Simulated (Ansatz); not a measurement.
A run for Ansatz (an electronic-structure program): R-PBE0/def2-TZVPP on CH7BSi (SMILES CB[SiH3]), a point of a torsion scan.

Ansatz 0.2 input:
```yaml
crystal:
  periodic: [false, false, false]
  atoms:
    - {symbol: C, position_ang: [-1.51032716, 0.12556245, 0.32512708]}
    - {symbol: B, position_ang: [-0.31016357, -0.23591242, -0.62079503]}
    - {symbol: Si, position_ang: [1.55199942, -0.03848185, -0.03236634]}
    - {symbol: H, position_ang: [-2.34618473, -0.56875126, 0.23997060]}
    - {symbol: H, position_ang: [-1.90493524, 1.09201753, 0.00041732]}
    - {symbol: H, position_ang: [-1.25960133, 0.22727834, 1.37902172]}
    - {symbol: H, position_ang: [-0.58622303, -0.59494867, -1.70627095]}
    - {symbol: H, position_ang: [1.86994929, -0.85871983, 1.14929181]}
    - {symbol: H, position_ang: [2.57962981, -0.39321454, -1.02366324]}
    - {symbol: H, position_ang: [1.87881974, 1.34149453, 0.36771151]}
basis:
  gaussian:
    orbitals: def2-TZVPP
hamiltonian:
  xc: {name: PBE0}
scf: {lower_state_search: off}
```

The log:

```
WARN ansatz: RAYON_NUM_THREADS=1 ignored (pool sized by the plan → 1); use --threads N
Functional definition: PBE0
these checks for a lower state are left out or cut short: stability, starts, cluster_reference, orbital_swaps, neighbouring_geometries, increment
integrals: 0.09 GiB planned
1053 factors; their error is unknown
mean field: 0.90 GiB planned
mean field evaluation 1: about -9694.0086 eV, gradient 4.7e1 eV
mean field evaluation 2: about -9692.9504 eV, gradient 4.9e1 eV
mean field evaluation 4: about -9699.1974 eV, gradient 8.9e-1 eV
mean field evaluation 8: about -9699.2068 eV, gradient 3.5e-1 eV
mean field evaluation 16: about -9699.2070 eV, gradient 6.8e-6 eV
mean field -9699.20695737 eV, -356.4392813249 hartree, gradient 6.8e-6 eV, S^2 0.000000; 0 other end points of the search recorded, 0 dependent functions left out
reference -9699.20699084 eV, -356.4392825549 hartree; 16, 16 occupied and 186, 186 virtual orbitals, 1053 factors
Total energy: -9699.20699084 eV, -356.4392825549 hartree
Checks for a lower state left out: stability, starts, cluster_reference, orbital_swaps, neighbouring_geometries, increment
```

The run converged.

Cost: around 2.6 core-seconds (rough).
